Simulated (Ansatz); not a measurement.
Z-matrix (Å, degrees):
```
C
N 1 1.451
H 1 1.095 2 110.2
H 1 1.094 2 109.6 3 117.1
H 1 1.101 2 115.3 3 -121.8
Sn 2 2.035 1 117.9 3 -171.4
H 2 1.011 1 110.9 3 57.6
Si 6 2.578 2 112.4 1 -55.5
H 6 1.710 2 104.8 1 65.0
H 6 1.709 2 105.5 1 -177.9
H 8 1.488 6 110.2 2 -63.2
H 8 1.488 6 111.1 2 176.5
H 8 1.488 6 110.1 2 56.3
```

Charge 0, multiplicity 1. Sn takes the def2 core potential.

Q: List the PBE/def2-TZVPP orbital energies in eV (Ansatz 0.2.0). (An estimate is asked.)

A: Computed: Occupied: -1779.61, -380.03, -269.39, -137.39, -132.98, -94.12, -94.11, -94.10, -88.91, -88.90, -88.90, -25.51, -25.40, -25.34, -25.29, -25.28, -21.23, -16.03, -13.60, -12.30, -11.24, -10.22, -9.67, -8.64, -8.58, -7.77, -7.74, -7.07, -5.11. Lowest empty: -1.15, -0.79, -0.50, 0.11, 0.42, 0.80, 0.84, 1.24.
